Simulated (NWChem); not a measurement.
# SiHCl₃; SMILES Cl[SiH](Cl)Cl

Results from NWChem. Medium grid unless said otherwise, to which SCAN and Minnesota functionals are sensitive. Structure relaxed at the PBE0/def2-SVP level. Computed dipoles belong to the equilibrium geometry; the measured one is vibrationally averaged.

Measured dipole moment: 0.86 D (NIST CCCBDB, as tabulated in the package chemicals).

Problem. Which of these levels lies farthest from the measured value, and how do the others fare: CAM-B3LYP/def2-TZVPD; M06-2X/def2-TZVPD; r2SCAN/def2-TZVPD; LDA (Slater exchange, VWN5)/def2-TZVPD; Hartree-Fock/def2-TZVPD; TPSS/def2-TZVPD; BLYP/def2-TZVPD; B3LYP/def2-TZVPD; PBE0/def2-TZVPD; PBE/def2-TZVPD?

Solution. Hartree-Fock/def2-TZVPD.
```tsv
level	dipole moment (D)	computed − measured	relative time (rough)
LDA (Slater exchange, VWN5)/def2-TZVPD	0.84	-0.02	1
PBE/def2-TZVPD	0.80	-0.06	1
BLYP/def2-TZVPD	0.81	-0.05	1
TPSS/def2-TZVPD	0.81	-0.05	1
r2SCAN/def2-TZVPD	0.82	-0.04	1
B3LYP/def2-TZVPD	0.87	+0.01	1
PBE0/def2-TZVPD	0.87	+0.01	1
M06-2X/def2-TZVPD	0.95	+0.09	1
CAM-B3LYP/def2-TZVPD	0.92	+0.06	10
Hartree-Fock/def2-TZVPD	1.00	+0.14	1
```
